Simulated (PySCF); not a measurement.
Isomers of CH6O3Si2. Method: PySCF 2.14.0, PBE0-D3(BJ)/def2-SVP geometry optimisation, gas phase. Energies are electronic, without zero-point or thermal terms, for one conformer each. No frequencies were run at this level. Point groups hold within 0.08 Å.

Question: Order them by energy at this level, lowest first, and give relative energies in kcal/mol.
A. `[O:1]=[C:2]([OH:3])[SiH2:4][O:5][SiH3:6]` with O1–C2–O3–H 0°, O1–C2–Si4–O5 0°, C2–Si4–O5–Si6 7°
B. `[O:1]=[CH:2][SiH2:3][O:4][SiH2:5][OH:6]` with O1–C2–Si3–O4 -11°, C2–Si3–O4–Si5 19°, Si3–O4–Si5–O6 21°, O4–Si5–O6–H -52°

Answer: B (0.0), A (10.0).

As drawn, the higher has a C(=O)–O unit, which the lower lacks.

```
             SMILES      E (Eh)  E rel (kcal/mol)  dipole (D)  point group     A, B, C (MHz)
  O=C[SiH2]O[SiH2]O  -845.56089               0.0        2.94           C1  3237, 1853, 1264
O=C(O)[SiH2]O[SiH3]  -845.54495              10.0        1.68      near Cs  4209, 1463, 1115
```

Question: How do the relative energies change in single points at B3LYP/pcSseg-1 (no added dispersion term) on the same geometries?

Answer: 
```tsv
SMILES	PBE0-D3(BJ)/def2-SVP (kcal/mol)	B3LYP/pcSseg-1 (kcal/mol)	shift
O=C[SiH2]O[SiH2]O	0.0	0.0	0.0
O=C(O)[SiH2]O[SiH3]	10.0	12.9	+2.9
```

Each column counts from its own lowest isomer. The order is unchanged; the largest shift is 2.9 kcal/mol.
